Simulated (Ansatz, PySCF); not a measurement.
HfO2, SMILES [O]=[Hf]=[O] (connectivity only; charge and spin as stated), charge +1, multiplicity 2. Atoms are numbered in the order given.

```xyz
3

Hf     0.0000     0.0000     0.2615
O      0.0000     1.3219    -0.9560
O      0.0000    -1.3219    -0.9560
```
Charge +1, spin multiplicity 2.

Coordinates come from a B3LYP-D3(BJ)/def2-TZVP optimisation. The spin state was assumed, not searched. The isomer is the one that the SMILES or the coordinates give; other isomers of the formula were not compared. The def2 effective core potentials stand for the cores of Hf; spin–orbit coupling is left out.

Two levels are set side by side: PBE-D3(BJ)/def2-TZVP (Ansatz, a quantum-chemistry and plane-wave program) and B3LYP-D3(BJ)/def2-TZVP (Ansatz). Each level has its own optimised geometry; the coordinates shown are those of the second. Frequencies come from the Hessian of PySCF at each geometry. Differences are taken from unrounded values.

| quantity | B3LYP-D3(BJ) | PBE-D3(BJ) | PBE-D3(BJ) minus B3LYP-D3(BJ) |
|---|---|---|---|
| mean bond length (Å) | 1.797 | 1.801 | 0.004 |
| bond Hf1–O2 (Å) | 1.797 | 1.801 | 0.004 |
| bond Hf1–O3 (Å) | 1.797 | 1.801 | 0.004 |
| highest harmonic wavenumber (cm⁻¹) | 880 | 861 | -19 |
| mean harmonic wavenumber (cm⁻¹) | 438 | 533 | 95 |
| zero-point energy (kcal/mol) | 1.88 | 2.29 | 0.41 |
